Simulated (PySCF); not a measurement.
All values below come from CAM-B3LYP-D3(BJ)/def2-TZVP // CAM-B3LYP-D3(BJ)/def2-SVP (PySCF). Gas-phase values, no solvent. One relaxed conformer stands for a flexible species; it need not be the lowest. Excitations are Tamm–Dancoff values on a coarser integration grid. The basis has no diffuse functions, so Rydberg states are missing or too high.

Reference species (SMILES): `C[CH2][In]([CH2]C)[CH2]C` (neutral, multiplicity 1).

brightest of the four lowest singlets (TDA): 5.90 eV
HOMO: -7.73 eV

Changed species: `[I][In]([I])[CH2]C` (C–C–In–I torsion 179°) (2 of 3 C2H5 replaced by I; the reference has 0 of 3 C2H5 replaced by I).

Predict the effect on the brightest of the four lowest singlets (TDA) and HOMO.

the brightest of the four lowest singlets (TDA) decreases by 1.17 eV, to 4.73 eV; the HOMO falls by 0.90 eV, to -8.63 eV.
